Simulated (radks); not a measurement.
Question: Neutral potassium, [Ar] 4s1. All-electron calculation, non-relativistic Kohn-Sham, exchange-only PBE, spin-polarised, spherical densities, point nucleus. Program: a radial shooting solver on a logarithmic mesh with Libxc functionals. Every spin shell is full or empty, so the densities are truly spherical. Functionals are evaluated on that one density, not self-consistently. Rank these orbital-free kinetic functionals by their error against the exact value of the orbitals, and give that value: Thomas-Fermi, von Weizsacker, TF + vW, TF + vW/5, APBEK, Thakkar, LKT, PG1, DePristo-Kress.

Answer: Exact: 598.980 hartree. From best to worst, with 100 (|E| - |E exact|)/|E exact| (equal figures are ties): DePristo-Kress +0.05, Thakkar -0.15, APBEK +0.25, TF + vW/5 +4.51, Thomas-Fermi -6.99, PG1 +22.92, LKT +28.49, von Weizsacker -42.49, TF + vW +50.52.
